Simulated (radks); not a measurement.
Q: Neutral technetium, 43 electrons, occupied as [Kr] 4d3 5p4 (not the ground configuration). Calculated with a radial shooting solver on a logarithmic mesh with Libxc functionals: scalar-relativistic Kohn-Sham, PBE, spin-unpolarised, spherical densities, point nucleus. Some entries of the table are withheld. Estimate them.

| orbital | occ. | eigenvalue (eV) | <r> (bohr) |
|---|---|---|---|
| 1s | 2 | (1) | 0.03428 |
| 2s | 2 | (2) | 0.1496 |
| 2p | 6 | -2678.172 | 0.1304 |
| 3s | 2 | -531.9384 | (3) |
| 3p | 6 | -429.2814 | 0.4163 |
| 3d | 10 | (4) | 0.3988 |
| 4s | 2 | -85.6197 | 1.046 |
| 4p | 6 | -57.1036 | (5) |
| 4d | 3 | -16.3831 | 1.512 |
| 5p | 4 | (6) | 3.567 |

A: 
(1) 1s eigenvalue (eV): -20881.74
(2) 2s eigenvalue (eV): -2990.928
(3) 3s <r> (bohr): 0.4153
(4) 3d eigenvalue (eV): -263.2357
(5) 4p <r> (bohr): 1.148
(6) 5p eigenvalue (eV): -4.4063
